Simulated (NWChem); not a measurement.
Everything below was run with NWChem. System: C₂H₆Mg, charge 0, spin multiplicity 1, at a geometry optimised with PBE/def2-SVP. The structure started from a generated list of species. Level: CCSD(T)/cc-pVDZ, 7 core orbitals frozen.

Job file:

```
start mol
memory heap 100 mb stack 700 mb global 1900 mb
geometry units angstroms nocenter noautoz
  Mg     0.000000     0.000000     0.000320
  C     -0.273803    -2.092299    -0.000142
  H      0.013337    -2.551499    -0.971225
  H     -1.333002    -2.374641     0.186460
  H      0.334171    -2.594567     0.783695
  C      0.273803     2.092299    -0.000142
  H      1.333002     2.374641     0.186460
  H     -0.334171     2.594567     0.783695
  H     -0.013337     2.551499    -0.971225
  symmetry group C2
end
basis spherical
  * library cc-pvdz
end
scf
  rhf
  nopen 0
  maxiter 100
  thresh 1e-7
  semidirect memsize 60000000 filesize 0
end
tce
  freeze core 7
  ccsd(t)
  2eorb
  2emet 13
  thresh 1e-6
  maxiter 100
  tilesize 24
end
task tce energy
```

Part of the output:

```
             Northwest Computational Chemistry Package (NWChem) 7.3.0
             --------------------------------------------------------

                                NWChem Input Module
                                -------------------

 Scaling coordinates for geometry "geometry" by  1.889725989
 (inverse scale =  0.529177249)

 Turning off AUTOSYM since
 SYMMETRY directive was detected!

                             Geometry "geometry" -> ""
                             -------------------------

 Output coordinates in angstroms (scale by  1.889725989 to convert to a.u.)

  No.       Tag          Charge          X              Y              Z
 ---- ---------------- ---------- -------------- -------------- --------------
    1 Mg                  12.0000     0.00000000     0.00000000     0.00032000
    2 C                    6.0000    -0.27380300    -2.09229900    -0.00014200
    3 H                    1.0000     0.01333700    -2.55149900    -0.97122500
    4 H                    1.0000    -1.33300200    -2.37464100     0.18646000
    5 H                    1.0000     0.33417100    -2.59456700     0.78369500
    6 C                    6.0000     0.27380300     2.09229900    -0.00014200
    7 H                    1.0000     1.33300200     2.37464100     0.18646000
    8 H                    1.0000    -0.33417100     2.59456700     0.78369500
    9 H                    1.0000    -0.01333700     2.55149900    -0.97122500

 Effective nuclear repulsion energy (a.u.)      78.4090148780

            Nuclear Dipole moment (a.u.)
            ----------------------------
        X                 Y               Z
 ---------------- ---------------- ----------------
     0.0000000000     0.0000000000    -0.0000075589

      Symmetry information
      --------------------

 Group name             C2
 Group number              4
 Group order               2
 No. of unique centers     5

      Symmetry unique atoms

     1    2    3    4    5


 Summary of "ao basis" -> "" (spherical)
 ------------------------------------------------------------------------------
       Tag                 Description            Shells   Functions and Types
 ---------------- ------------------------------  ------  ---------------------
 *                          cc-pvdz                   on all atoms

 Summary of "ao basis" -> "ao basis" (spherical)
 ------------------------------------------------------------------------------
       Tag                 Description            Shells   Functions and Types
 ---------------- ------------------------------  ------  ---------------------
 Mg                         cc-pvdz                  8       18   4s3p1d
 C                          cc-pvdz                  6       14   3s2p1d
 H                          cc-pvdz                  3        5   2s1p

                                 NWChem SCF Module
                                 -----------------

  ao basis        = "ao basis"
  functions       =    76
  atoms           =     9
  closed shells   =    15
  open shells     =     0
  charge          =   0.00
  wavefunction    = RHF
  use symmetry    = T
  symmetry adapt  = T

 Summary of "ao basis" -> "ao basis" (spherical)
 ------------------------------------------------------------------------------
       Tag                 Description            Shells   Functions and Types
 ---------------- ------------------------------  ------  ---------------------
 Mg                         cc-pvdz                  8       18   4s3p1d
 C                          cc-pvdz                  6       14   3s2p1d
 H                          cc-pvdz                  3        5   2s1p

      Symmetry analysis of basis
      --------------------------

        a          39
        b          37

 Forming initial guess at       0.1s

      Superposition of Atomic Density Guess
      -------------------------------------

 Sum of atomic energies:        -277.93626330

      Non-variational initial energy
      ------------------------------

 Total energy =    -279.055649
 1-e energy   =    -538.352664
 2-e energy   =     180.888000
 HOMO         =      -0.290212
 LUMO         =      -0.046033

      Symmetry analysis of molecular orbitals - initial
      -------------------------------------------------

  Numbering of irreducible representations:

     1 a           2 b

  Orbital symmetries:

     1 a           2 a           3 b           4 a           5 b
     6 b           7 a           8 a           9 b          10 a
    11 b          12 b          13 a          14 a          15 b
    16 a          17 a          18 b          19 b          20 a
    21 a          22 b          23 a          24 b          25 a

 Starting SCF solution at       0.8s

 ----------------------------------------------
         Quadratically convergent ROHF

 Convergence threshold     :          1.000E-07
 Maximum no. of iterations :          100
 Final Fock-matrix accuracy:          1.000E-09
 ----------------------------------------------

              iter       energy          gnorm     gmax       time
             ----- ------------------- --------- --------- --------
                 1     -278.7693578157  6.88D-01  2.16D-01      0.8
                 2     -278.8065135858  2.47D-01  7.31D-02      0.8
                 3     -278.8127335930  8.05D-03  3.94D-03      0.8
                 4     -278.8127496793  2.36D-05  1.18D-05      0.9
                 5     -278.8127496794  1.47D-09  4.42D-10      1.0

       Final RHF  results
       ------------------

         Total SCF energy =   -278.812749679352
      One-electron energy =   -541.715289112061
      Two-electron energy =    184.493524554727
 Nuclear repulsion energy =     78.409014877981

        Time for solution =      0.3s

       Symmetry analysis of molecular orbitals - final
       -----------------------------------------------

  Numbering of irreducible representations:

     1 a           2 b

  Orbital symmetries:

     1 a           2 b           3 a           4 a           5 a
     6 b           7 b           8 a           9 b          10 a
    11 b          12 b          13 a          14 a          15 b
    16 a          17 a          18 b          19 b          20 a
    21 b          22 a          23 a          24 b          25 a

             Final eigenvalues
             -----------------

              1
    1  -48.9967
    2  -11.1802
    3  -11.1802
    4   -3.7430
    5   -2.2628
    6   -2.2628
    7   -2.2586
    8   -0.8749
    9   -0.8721
   10   -0.5024
   11   -0.5024
   12   -0.5014
   13   -0.5013
   14   -0.3883
   15   -0.3370
   16    0.0671
   17    0.0709
   18    0.0709
   19    0.1371
   20    0.2472
   21    0.2472
   22    0.2664
   23    0.2802
   24    0.2803
   25    0.2808

                       ROHF Final Molecular Orbital Analysis
                       -------------------------------------

 Vector   13  Occ=2.000000D+00  E=-5.013442D-01  Symmetry=a
              MO Center= -1.2D-14, -5.0D-14,  1.4D-01, r^2= 6.7D+00
   Bfn.  Coefficient  Atom+Function         Bfn.  Coefficient  Atom+Function
  ----- ------------  ---------------      ----- ------------  ---------------
    22      0.283535  2 C  px                51     -0.283535  6 C  px
    38     -0.250578  4 H  s                 62     -0.250578  7 H  s
    43      0.166549  5 H  s                 67      0.166549  8 H  s

 Vector   14  Occ=2.000000D+00  E=-3.883457D-01  Symmetry=a
              MO Center= -2.9D-16, -2.5D-15,  3.9D-05, r^2= 4.3D+00
   Bfn.  Coefficient  Atom+Function         Bfn.  Coefficient  Atom+Function
  ----- ------------  ---------------      ----- ------------  ---------------
     3      0.372104  1 Mg s                 23      0.293805  2 C  py
    52     -0.293805  6 C  py                26      0.197152  2 C  py
    55     -0.197152  6 C  py

 Vector   15  Occ=2.000000D+00  E=-3.369538D-01  Symmetry=b
              MO Center= -4.3D-17, -1.1D-15, -1.3D-05, r^2= 4.6D+00
   Bfn.  Coefficient  Atom+Function         Bfn.  Coefficient  Atom+Function
  ----- ------------  ---------------      ----- ------------  ---------------
    23      0.330893  2 C  py                52      0.330893  6 C  py
     9     -0.267482  1 Mg py                26      0.254642  2 C  py
    55      0.254642  6 C  py                21      0.152369  2 C  s
    50     -0.152369  6 C  s

 Vector   16  Occ=0.000000D+00  E= 6.710799D-02  Symmetry=a
              MO Center= -5.0D-17, -1.4D-16,  1.4D-02, r^2= 7.6D+00
   Bfn.  Coefficient  Atom+Function         Bfn.  Coefficient  Atom+Function
  ----- ------------  ---------------      ----- ------------  ---------------
     4      1.610088  1 Mg s                 21     -0.419064  2 C  s
    50     -0.419064  6 C  s                  3     -0.330363  1 Mg s
     2     -0.272028  1 Mg s                 26     -0.237428  2 C  py
    55      0.237428  6 C  py

 Vector   17  Occ=0.000000D+00  E= 7.092593D-02  Symmetry=a
              MO Center= -1.9D-15, -2.4D-16,  1.7D-02, r^2= 8.4D+00
   Bfn.  Coefficient  Atom+Function         Bfn.  Coefficient  Atom+Function
  ----- ------------  ---------------      ----- ------------  ---------------
    13      1.067785  1 Mg pz                34      0.168310  3 H  s
    73      0.168310  9 H  s

 Vector   18  Occ=0.000000D+00  E= 7.093685D-02  Symmetry=b
              MO Center=  5.0D-15, -2.6D-16, -3.0D-02, r^2= 8.4D+00
   Bfn.  Coefficient  Atom+Function         Bfn.  Coefficient  Atom+Function
  ----- ------------  ---------------      ----- ------------  ---------------
    11      1.058929  1 Mg px                39      0.175340  4 H  s
    63     -0.175340  7 H  s

 center of mass
 --------------
 x =   0.00000000 y =   0.00000000 z =   0.00007381

 moments of inertia (a.u.)
 ------------------
         522.559930000812         -65.397573609911          -0.000000000000
         -65.397573609911          31.481236165692           0.000000000000
          -0.000000000000           0.000000000000         531.119450530959

  Mulliken analysis of the total density
  --------------------------------------

    Atom       Charge   Shell Charges
 -----------   ------   -------------------------------------------------------
    1 Mg  12    11.32   2.00  2.01  0.58  0.11  6.00  0.46  0.02  0.14
    2 C    6     6.43   2.00  0.63  0.53  1.96  1.27  0.03
    3 H    1     0.97   0.73  0.21  0.03
    4 H    1     0.97   0.73  0.21  0.03
    5 H    1     0.97   0.73  0.21  0.03
    6 C    6     6.43   2.00  0.63  0.53  1.96  1.27  0.03
    7 H    1     0.97   0.73  0.21  0.03
    8 H    1     0.97   0.73  0.21  0.03
    9 H    1     0.97   0.73  0.21  0.03

       Multipole analysis of the density wrt the origin
       ------------------------------------------------

     L   x y z        total         open         nuclear
     -   - - -        -----         ----         -------
     0   0 0 0     -0.000000      0.000000     30.000000

     1   1 0 0      0.000000      0.000000      0.000000
     1   0 1 0     -0.000000      0.000000      0.000000
     1   0 0 1      0.000463      0.000000     -0.000008

     2   2 0 0    -17.472959      0.000000     16.702232
     2   1 1 0     -1.336467      0.000000     40.721627
     2   1 0 1     -0.000000      0.000000      0.000000
     2   0 2 0    -27.515296      0.000000    322.446649
     2   0 1 1     -0.000000      0.000000      0.000000
     2   0 0 2    -17.297462      0.000000     11.371868

                   NWChem Extensible Many-Electron Theory Module
                   ---------------------------------------------


            General Information
            -------------------
      Number of processors :     1
         Wavefunction type : Restricted Hartree-Fock
          No. of electrons :    30
           Alpha electrons :    15
            Beta electrons :    15
           No. of orbitals :   152
            Alpha orbitals :    76
             Beta orbitals :    76
        Alpha frozen cores :     7
         Beta frozen cores :     7
     Alpha frozen virtuals :     0
      Beta frozen virtuals :     0
         Spin multiplicity : singlet
    Number of AO functions :    76
       Number of AO shells :    38
        Use of symmetry is : on
      Symmetry adaption is : on
         Schwarz screening : 0.10D-09

          Correlation Information
          -----------------------
          Calculation type : Coupled-cluster singles & doubles w/ perturbation
   Perturbative correction : (T)
            Max iterations :      100
        Residual threshold : 0.10D-05
     T(0) DIIS level shift : 0.00D+00
     L(0) DIIS level shift : 0.00D+00
     T(1) DIIS level shift : 0.00D+00
     L(1) DIIS level shift : 0.00D+00
     T(R) DIIS level shift : 0.00D+00
     T(I) DIIS level shift : 0.00D+00
   CC-T/L Amplitude update :  5-th order DIIS
                I/O scheme : Global Array Library
        L-threshold :  0.10D-05
        EOM-threshold :  0.10D-05
 no EOMCCSD initial starts read in
 TCE RESTART OPTIONS
 SLICE:      F
 D4D5:       F
 quantumc:   F
 qrotation:  F
 pwtce:      F
 qducc:      F
 nacto:                         0
 nrotv:                         0
 nrot:                          0

            Memory Information
            ------------------
          Available GA space size is     249031024 doubles
          Available MA space size is     104845780 doubles

 Maximum block size supplied by input
 Maximum block size        24 doubles

 tile_dim =     16

 -------------------------------------------------

 Global array virtual files algorithm will be used

 Parallel file system coherency ......... OK

 4-electron integrals stored in orbital form

 v2    file size   =          2392165
 4-index algorithm nr.  13 is used
 imaxsize =       30
 imaxsize ichop =        0


CCSD iterations
 ---------------------------------------------------------
 Iter          Residuum       Correlation     Cpu    Wall
 ---------------------------------------------------------
    1   0.1481084138442  -0.3389707184415     0.2     0.2
    2   0.0433306623404  -0.3688454722384     0.2     0.2
    3   0.0162647439607  -0.3758913710042     0.2     0.2
    4   0.0069532317104  -0.3779394320222     0.2     0.2
    5   0.0032070459476  -0.3786945545028     0.2     0.2
    6   0.0006900481555  -0.3792010027249     0.2     0.2
    7   0.0003307235065  -0.3792170826301     0.2     0.2
    8   0.0001799740770  -0.3792193268542     0.2     0.2
    9   0.0001077603961  -0.3792211426576     0.2     0.2
   10   0.0000640271239  -0.3792229139939     0.2     0.2
   11   0.0000107425555  -0.3792253161668     0.2     0.2
   12   0.0000043460010  -0.3792258705928     0.2     0.2
   13   0.0000021103310  -0.3792260577051     0.2     0.2
   14   0.0000010611525  -0.3792261230224     0.2     0.2
   15   0.0000005684119  -0.3792261424893     0.2     0.2
 -----------------------------------------------------------------
 Iterations converged
 CCSD correlation energy / hartree =        -0.379226142489295
 CCSD total energy / hartree       =      -279.191975821841424

 Singles contributions

 Doubles contributions
 CCSD(T)
 Using plain CCSD(T) code
             total no. of tasks          160
 total no. of tasks / no. procs          160
                         wl_min       216000           7.7
                         wl_max       262144           8.0
        thresh for no. of tasks          160

 CCSD[T]  correction energy / hartree =        -0.010410584994191
 CCSD[T] correlation energy / hartree =        -0.389636727483486
 CCSD[T] total energy / hartree       =      -279.202386406835615
 CCSD(T)  correction energy / hartree =        -0.010112750666036
 CCSD(T) correlation energy / hartree =        -0.389338893155331
 CCSD(T) total energy / hartree       =      -279.202088572507478

 Task  times  cpu:       14.7s     wall:       14.7s

 Total times  cpu:       14.7s     wall:       14.7s
```
